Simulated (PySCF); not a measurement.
Compound: CH6B3N3S.
Structure used (PBE0-D3(BJ)/def2-SVP), in Å, numbered top down from 1:
```xyz
14
CH6B3N3S angstrom
S     -2.2872   -2.7287   -0.6797
C     -2.1678   -1.2091   -0.1232
B     -0.7988   -0.4170   -0.0286
N      0.4149   -1.0260   -0.4462
B      1.6701   -0.3578   -0.3792
N      1.6692    0.9775    0.1328
B      0.4854    1.6415    0.5661
N     -0.7439    0.9169    0.4739
H     -3.0940   -0.7045    0.2068
H      0.3466   -1.9765   -0.7991
H      2.6935   -0.8911   -0.7376
H      2.5491    1.4731    0.1903
H      0.5149    2.7713    0.9950
H     -1.5969    1.3699    0.7768
```

Method used: PySCF 2.14.0, PBE0-D3(BJ)/def2-SVP geometry optimisation, gas phase.

Masses are those of the commonest isotopes; rigid-rotor values at the optimised geometry. The values belong to one conformer with, in the numbering `[S:1]=[CH:2][B:3]1[NH:4][BH:5][NH:6][BH:7][NH:8]1`, S1–C2–B3–N4 0°.

Task: What are A, B and C (cm⁻¹)?

Result: Ia = 108.74, Ib = 521.38, Ic = 630.12 u·Å²; 505379 MHz·u·Å²/I gives 4648, 969.3 and 802.0 MHz, that is A = 0.15503, B = 0.03233, C = 0.02675 cm⁻¹.

Task: Classify the top.

Result: A near-prolate asymmetric top. Ray's parameter κ = (2B − A − C)/(A − C) = -0.913; −1 is the prolate and +1 the oblate limit.

Task: Is it planar, by Δ = Ic − Ia − Ib?

Result: Planar: Δ = Ic − Ia − Ib = 0.00 u·Å². For a rigid frame Δ = −2 Σ m c², so it vanishes when all atoms lie in the ab plane; here none is more than 0.01 Å from it.

Task: Where do the levels up to J = 4 lie, in MHz?

Result: Above 0(0,0):
J = 1: 1(0,1) 1771, 1(1,1) 5450, 1(1,0) 5617
J = 2: 2(0,2) 5308, 2(1,2) 8825, 2(1,1) 9327, 2(2,1) 20362, 2(2,0) 20368
J = 3: 3(0,3) 10600, 3(1,3) 13885, 3(1,2) 14888, 3(2,2) 25676, 3(2,1) 25704, 3(3,1) 44490, 3(3,0) 44490
J = 4: 4(0,4) 17630, 4(1,4) 20625, 4(1,3) 22297, 4(2,3) 32757, 4(2,2) 32840, 4(3,2) 51586, 4(3,1) 51587, 4(4,1) 77910, 4(4,0) 77910

Task: Which types of transition are allowed, and where do some lines up to J = 2 fall?

Result: The dipole components are |μa| = 1.39 D, |μb| = 1.18 D, |μc| = 0.00 D; the mirror of this Cs structure is the ab plane, so μc vanishes by symmetry and there are no c-type lines. The squared components, which scale the intensities, stand as 1.00 : 0.72 (a : b). Some lines, for components of 0.1 D or more:

| type | branch | J(Ka,Kc) | MHz | lower level (cm⁻¹) |
| --- | --- | --- | --- | --- |
| a | Q | 2(1,1) ← 2(1,2) | 502 | 0.294 |
| a | R | 1(0,1) ← 0(0,0) | 1771 | 0.000 |
| a | R | 2(1,2) ← 1(1,1) | 3375 | 0.182 |
| a | R | 2(0,2) ← 1(0,1) | 3537 | 0.059 |
| a | R | 2(1,1) ← 1(1,0) | 3710 | 0.187 |
| b | Q | 1(1,0) ← 1(0,1) | 3846 | 0.059 |
| b | Q | 2(1,1) ← 2(0,2) | 4019 | 0.177 |
| b | R | 1(1,1) ← 0(0,0) | 5450 | 0.000 |
| b | R | 2(1,2) ← 1(0,1) | 7054 | 0.059 |
| b | Q | 2(2,0) ← 2(1,1) | 11041 | 0.311 |
| b | Q | 2(2,1) ← 2(1,2) | 11537 | 0.294 |
| b | R | 2(2,1) ← 1(1,0) | 14745 | 0.187 |
| b | R | 2(2,0) ← 1(1,1) | 14918 | 0.182 |

Task: Estimate the classical rotational partition function at 10 K, 25 K and 500 K.

Result: Point group Cs, symmetry number σ = 1; q = (√π/σ)·√((kT/h)³/(ABC)), k/h = 20836.6 MHz/K: 2800 at 10 K, 11100 at 25 K, 992000 at 500 K.

Whether it is a minimum is left open (no frequencies). These are rigid-rotor constants of the computed structure; measured ground-state constants (B0) also hold zero-point vibration. Quadrupole hyperfine structure (11B, 14N) is left out.
